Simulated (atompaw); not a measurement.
## Eu: one change to a PAW (atompaw) potential, before and after

* Element: Eu
* Generator: atompaw 4.2.0.5
* Type: PAW
* Functional: LDA (PW92)
* Relativity: scalar-relativistic
* Frozen core: [Kr] 4d10 4f6
* Valence charge: 11
* Reference configuration: 5s2 5p6 5d1 6s2 6p0
* Partial waves: 5s (bound); 6s (bound); 5p (bound); 6p (bound, empty); 5d (bound); 5d channel at 0.1 Ry
* Local potential: bessel scheme, radius 2.80 bohr
* Core correction: smooth core density matched at 2.10 bohr
* Augmentation charge: besselshape compensation charge, radius 2.65 bohr; PAW radius 2.90 bohr; waves and projectors: bloechl

Change: wave 5d channel at 0.1 Ry becomes 5d channel at 2.96 Ry.

Cutoffs: the cutoffs (Ry, on a coarse ladder) from which the occupation-weighted sum of valence levels, in a spherical-Bessel basis at the reference potential, stays within 10 and 1 mRy of its value at 400 Ry; they do not see the model core or the augmentation charge, which bear on the density cutoff.

Question: What does the change do?

Answer: The potential gets neither clearly harder nor softer (21 Ry and 25 Ry → 21 Ry and 25 Ry); the p channel sets the loose cutoff, while the largest relative change is in d, which becomes harder; the range in which the d phases agree widens (upper end 1.1 → at the end of the scan); neither file shows a bound ghost.

```tsv
quantity	base	changed
cutoff, loose	21 Ry	21 Ry
cutoff, tight	25 Ry	25 Ry
loose cutoff by channel (10 mRy a level)	s 12 Ry, p 15 Ry, d 10 Ry	s 12 Ry, p 15 Ry, d 12 Ry
bound ghosts	none	none
s: phases at 2.91 bohr within 0.05 rad from the reference energy up to (Ry; the scan ends near 5)	4.5	4.5
p: phases at 2.91 bohr within 0.05 rad from the reference energy up to (Ry; the scan ends near 5)	to the end of the scan	to the end of the scan
d: phases at 2.91 bohr within 0.05 rad from the reference energy up to (Ry; the scan ends near 5)	1.1	to the end of the scan
lowest overlap eigenvalue by channel	s 0.44, p 0.63, d 0.01	s 0.44, p 0.63, d 0.85
```

 The cutoffs see the waves, projectors and local potential, not the compensation charge or the core.
